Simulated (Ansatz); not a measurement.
Two isomers of CH5BGeO: A = `O=C[BH][GeH3]`, B = `C[B]1[O][GeH2]1`.

Computed with Ansatz on PBE0-D4/def2-TZVP structures; ΔE is electronic, products minus reactants. CBS: MP2 limit from def2 TZ/QZ plus the TZ coupled-cluster correction, frozen cores. DFT in def2-TZVPP. B3LYP here is the variant with VWN-RPA as its local correlation; programs differ in this. For Ge outer-core shells are correlated without core-valence functions, which leaves a few kJ/mol of doubt a bond. Scalar relativity is left out up to krypton. One conformer a species, not always the lowest.

A:

Z-matrix (Å, degrees):
```
Ge
B 1 2.059
H 1 1.543 2 107.8
H 1 1.538 2 112.8 3 119.1
H 1 1.537 2 111.7 3 -117.9
C 2 1.535 1 120.9 3 -115.3
H 2 1.194 1 121.4 3 72.8
O 6 1.222 2 99.6 1 -85.8
H 6 1.104 2 138.5 1 94.2
```

B:

Z-matrix (Å, degrees):
```
C
B 1 1.545
H 1 1.093 2 110.2
H 1 1.093 2 111.5 3 121.2
H 1 1.093 2 110.2 3 -117.5
O 2 1.299 1 141.3 3 -121.2
Ge 2 2.033 1 149.5 3 58.8
H 7 1.541 2 120.8 1 110.1
H 7 1.541 2 120.8 1 -110.0
```

Task: Which is lower in electronic energy at CCSD(T)/CBS, and by how much? (Best estimate.)

Result: The calculation gave: B, by 57.6 kcal/mol.

Task: Give E(B) − E(A) in kcal/mol with MP2/def2-TZVPP, B3LYP-D4, CCSD(T)/def2-SVP, B2PLYP, PBE-D4, CCSD(T)/def2-TZVPP, HF/def2-TZVPP. (Best estimate.)

Result: Computed: MP2/def2-TZVPP -60.2, B3LYP-D4 -55.8, CCSD(T)/def2-SVP -54.9, B2PLYP -57.0, PBE-D4 -56.3, CCSD(T)/def2-TZVPP -56.1, HF/def2-TZVPP -49.3. None reverses the order clearly.

Task: Does the order hold for the free energy at 298.15 K (harmonic terms from PBE0-D4)? (Best estimate.)

Result: Ansatz gave: Yes: G(B) − G(A) = -53.0 kcal/mol, for one conformer each.

Largest T1 diagnostic: 0.018.

From PBE to PBE0 (25 % exact exchange), in def2-TZVPP and without D4, E(B) − E(A) moves by −1.0 kcal/mol. At CCSD(T), def2-SVP lies +2.7 kcal/mol from the extrapolated value and def2-TZVPP +1.5 kcal/mol.
